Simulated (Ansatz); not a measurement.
Cu₂Te⁻. Total charge -1; doublet. Geometry PBE0-D4/def2-TZVPD.

```tsv
atom	x (Å)	y (Å)	z (Å)
Cu1	0.9890	0.5848	0.8193
Cu2	0.0493	-1.3937	-0.2159
Te3	-1.0383	0.8089	-0.6034
```

In the def2 sets Te takes a core potential; there is no spin–orbit coupling. At PBE-D4/def2-SVPD, B97M-V/def2-TZVPD, PBE0-D4/def2-SVPD, PBE0-D4/def2-TZVPD the highest occupied level of the charge -1 doublet lies above zero (up to 0.67 eV). By energy differences its removal costs 1.41 eV (vertical, to the charge 0 singlet, at PBE0-D4/def2-TZVPD). The structure comes from a short search, and lower isomers may exist.

Task: Estimate the α-spin orbital energies around the gap (eV) in Ansatz with PBE-D4/def2-SVPD, B97M-V/def2-TZVPD, PBE0-D4/def2-SVPD, PBE0-D4/def2-TZVPD, ωB97X-V/def2-TZVPD.

Result: 
```json
{"orbital": "HOMO−13", "PBE-D4/def2-SVPD": "-2.94", "B97M-V/def2-TZVPD": "-3.33", "PBE0-D4/def2-SVPD": "-4.24", "PBE0-D4/def2-TZVPD": "-4.50", "ωB97X-V/def2-TZVPD": "-6.98"}
{"orbital": "HOMO−12", "PBE-D4/def2-SVPD": "-2.06", "B97M-V/def2-TZVPD": "-2.43", "PBE0-D4/def2-SVPD": "-3.67", "PBE0-D4/def2-TZVPD": "-3.97", "ωB97X-V/def2-TZVPD": "-6.54"}
{"orbital": "HOMO−11", "PBE-D4/def2-SVPD": "-1.81", "B97M-V/def2-TZVPD": "-2.33", "PBE0-D4/def2-SVPD": "-3.55", "PBE0-D4/def2-TZVPD": "-3.85", "ωB97X-V/def2-TZVPD": "-6.45"}
{"orbital": "HOMO−10", "PBE-D4/def2-SVPD": "-1.71", "B97M-V/def2-TZVPD": "-2.26", "PBE0-D4/def2-SVPD": "-3.47", "PBE0-D4/def2-TZVPD": "-3.73", "ωB97X-V/def2-TZVPD": "-6.19"}
{"orbital": "HOMO−9", "PBE-D4/def2-SVPD": "-1.31", "B97M-V/def2-TZVPD": "-1.85", "PBE0-D4/def2-SVPD": "-3.16", "PBE0-D4/def2-TZVPD": "-3.51", "ωB97X-V/def2-TZVPD": "-6.09"}
{"orbital": "HOMO−8", "PBE-D4/def2-SVPD": "-1.14", "B97M-V/def2-TZVPD": "-1.83", "PBE0-D4/def2-SVPD": "-3.11", "PBE0-D4/def2-TZVPD": "-3.44", "ωB97X-V/def2-TZVPD": "-5.99"}
{"orbital": "HOMO−7", "PBE-D4/def2-SVPD": "-1.02", "B97M-V/def2-TZVPD": "-1.63", "PBE0-D4/def2-SVPD": "-2.98", "PBE0-D4/def2-TZVPD": "-3.29", "ωB97X-V/def2-TZVPD": "-5.85"}
{"orbital": "HOMO−6", "PBE-D4/def2-SVPD": "-0.99", "B97M-V/def2-TZVPD": "-1.56", "PBE0-D4/def2-SVPD": "-2.88", "PBE0-D4/def2-TZVPD": "-3.15", "ωB97X-V/def2-TZVPD": "-5.69"}
{"orbital": "HOMO−5", "PBE-D4/def2-SVPD": "-0.98", "B97M-V/def2-TZVPD": "-1.55", "PBE0-D4/def2-SVPD": "-2.75", "PBE0-D4/def2-TZVPD": "-3.05", "ωB97X-V/def2-TZVPD": "-5.59"}
{"orbital": "HOMO−4", "PBE-D4/def2-SVPD": "-0.77", "B97M-V/def2-TZVPD": "-1.40", "PBE0-D4/def2-SVPD": "-2.73", "PBE0-D4/def2-TZVPD": "-3.04", "ωB97X-V/def2-TZVPD": "-5.58"}
{"orbital": "HOMO−3", "PBE-D4/def2-SVPD": "-0.73", "B97M-V/def2-TZVPD": "-1.37", "PBE0-D4/def2-SVPD": "-2.56", "PBE0-D4/def2-TZVPD": "-2.75", "ωB97X-V/def2-TZVPD": "-4.92"}
{"orbital": "HOMO−2", "PBE-D4/def2-SVPD": "-0.34", "B97M-V/def2-TZVPD": "-0.72", "PBE0-D4/def2-SVPD": "-1.43", "PBE0-D4/def2-TZVPD": "-1.57", "ωB97X-V/def2-TZVPD": "-3.49"}
{"orbital": "HOMO−1", "PBE-D4/def2-SVPD": "-0.12", "B97M-V/def2-TZVPD": "-0.46", "PBE0-D4/def2-SVPD": "-1.03", "PBE0-D4/def2-TZVPD": "-1.14", "ωB97X-V/def2-TZVPD": "-3.06"}
{"orbital": "HOMO", "PBE-D4/def2-SVPD": "0.67", "B97M-V/def2-TZVPD": "0.62", "PBE0-D4/def2-SVPD": "0.10", "PBE0-D4/def2-TZVPD": "0.03", "ωB97X-V/def2-TZVPD": "-1.45"}
{"orbital": "LUMO", "PBE-D4/def2-SVPD": "1.32", "B97M-V/def2-TZVPD": "1.27", "PBE0-D4/def2-SVPD": "1.92", "PBE0-D4/def2-TZVPD": "1.82", "ωB97X-V/def2-TZVPD": "3.24"}
{"orbital": "LUMO+1", "PBE-D4/def2-SVPD": "2.67", "B97M-V/def2-TZVPD": "2.56", "PBE0-D4/def2-SVPD": "3.19", "PBE0-D4/def2-TZVPD": "3.08", "ωB97X-V/def2-TZVPD": "3.96"}
{"orbital": "LUMO+2", "PBE-D4/def2-SVPD": "2.99", "B97M-V/def2-TZVPD": "2.64", "PBE0-D4/def2-SVPD": "3.48", "PBE0-D4/def2-TZVPD": "3.20", "ωB97X-V/def2-TZVPD": "4.29"}
{"orbital": "LUMO+3", "PBE-D4/def2-SVPD": "3.00", "B97M-V/def2-TZVPD": "2.73", "PBE0-D4/def2-SVPD": "3.54", "PBE0-D4/def2-TZVPD": "3.38", "ωB97X-V/def2-TZVPD": "4.50"}
{"orbital": "LUMO+4", "PBE-D4/def2-SVPD": "3.60", "B97M-V/def2-TZVPD": "2.97", "PBE0-D4/def2-SVPD": "4.02", "PBE0-D4/def2-TZVPD": "3.43", "ωB97X-V/def2-TZVPD": "4.55"}
{"orbital": "LUMO+5", "PBE-D4/def2-SVPD": "3.84", "B97M-V/def2-TZVPD": "3.29", "PBE0-D4/def2-SVPD": "4.37", "PBE0-D4/def2-TZVPD": "3.74", "ωB97X-V/def2-TZVPD": "4.86"}
{"orbital": "β HOMO", "PBE-D4/def2-SVPD": "-0.05", "B97M-V/def2-TZVPD": "-0.39", "PBE0-D4/def2-SVPD": "-0.96", "PBE0-D4/def2-TZVPD": "-1.07", "ωB97X-V/def2-TZVPD": "-3.01"}
{"orbital": "β LUMO", "PBE-D4/def2-SVPD": "1.21", "B97M-V/def2-TZVPD": "1.01", "PBE0-D4/def2-SVPD": "1.92", "PBE0-D4/def2-TZVPD": "1.89", "ωB97X-V/def2-TZVPD": "3.45"}
```
